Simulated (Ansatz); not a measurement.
C$_{5}$H$_{8}$BFO$_{3}$, SMILES `CC1=CC(C)=[O+][B-](O)(F)O1` at its PBE0-D4/def2-TZVP geometry, where that method's forces vanish. The species carries charge 0 and has multiplicity 1.

```xyz
18

C     0.3948    1.3922   -2.2591
C     0.1370    0.7813   -0.9293
C    -0.1680   -0.5652   -0.7755
C    -0.2074   -1.0911    0.5096
C    -0.3302   -2.5490    0.7696
O    -0.1029   -0.3520    1.5467
B    -0.2592    1.1736    1.4654
O     0.4601    1.8125    2.4686
F    -1.5983    1.4418    1.4944
O     0.2499    1.5681    0.0713
H     1.3670    1.8901   -2.2466
H    -0.3570    2.1640   -2.4438
H     0.3662    0.6566   -3.0605
H    -0.2512   -1.2110   -1.6358
H    -0.3266   -3.1310   -0.1499
H     0.4880   -2.8719    1.4169
H    -1.2601   -2.7321    1.3145
H     1.3977    1.6233    2.4437
```

(1) What forces (eV/Å) does ωB97M-V/def2-TZVPP give on these atoms in the Gaussian-basis code of Ansatz? (An estimate is asked.)

Results:

(1) Ansatz gave: 
```
C1   0.041  0.144 -0.225
C2  -0.036 -0.124  0.026
C3  -0.029 -0.092 -0.126
C4   0.003  0.061 -0.116
C5  -0.035 -0.254  0.081
O6   0.048 -0.061  0.120
B7   0.044  0.004  0.017
O8   0.144  0.073  0.130
F9  -0.243  0.034 -0.015
O10  0.082  0.116 -0.017
H11 -0.077 -0.052  0.011
H12  0.057 -0.074  0.025
H13  0.002  0.050  0.064
H14  0.006  0.044  0.059
H15  0.001  0.048  0.065
H16 -0.059  0.040 -0.059
H17  0.076  0.027 -0.052
H18 -0.026  0.015  0.013
```
